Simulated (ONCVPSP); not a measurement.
Plane-wave convergence, ONCV potential for F (Z = 9)

ONCVPSP 4.0.1 input, shortened (lines: element, Z, core and valence counts, functional; n l f; lmax; l rc ep ncon nbas qcut; lloc lpopt rc5 dvloc0; l nproj debl; icmod fcfact rcfact), BLYP, scalar-relativistic:

```
  F 9.00    1    2  -106131      upf
    1    0    2.00
    2    0    1.00
    2    1    6.00
    2
    0    0.70    0.00    4    7   12.10
    1    1.40    0.00    3    6   12.10
    2    1.15    0.26    4    9    7.20
    4    5    0.65    0.00
    0    1    1.50
    1    2    1.70
    2    2    0.70
    0    0.00    0.00
```

Problem. For each optimised wave give the share of its norm inside rc, the residual kinetic energy above qcut (Ha) and the cutoffs (Ha) for errors of 10, 1, 0.1 and 0.01 mHa per electron.

Solution.

```json
{"wave": "2s", "norm inside rc": "0.271", "residual KE": "1.0e-04", "10 mHa": "42.2", "1 mHa": "58.6", "0.1 mHa": "73.0", "0.01 mHa": "191.6"}
{"wave": "2p", "norm inside rc": "0.749", "residual KE": "3.7e-08", "10 mHa": "30.3", "1 mHa": "38.9", "0.1 mHa": "46.0", "0.01 mHa": "51.2"}
{"wave": "p projector 2", "norm inside rc": "0.071", "residual KE": "1.9e-09", "10 mHa": "27.1", "1 mHa": "37.9", "0.1 mHa": "47.0", "0.01 mHa": "54.6"}
{"wave": "d projector 1", "norm inside rc": "0.001", "residual KE": "1.9e-06", "10 mHa": "0.8", "1 mHa": "2.9", "0.1 mHa": "9.7", "0.01 mHa": "19.2"}
{"wave": "d projector 2", "norm inside rc": "0.014", "residual KE": "4.0e-05", "10 mHa": "4.7", "1 mHa": "12.9", "0.1 mHa": "22.3", "0.01 mHa": "33.4"}
```

The occupied waves need 59 Ha and 73 Ha for 1 and 0.1 mHa. Rows with under 1 % of the norm inside rc give no meaningful cutoff. Its largest configuration-test error is +422 meV.
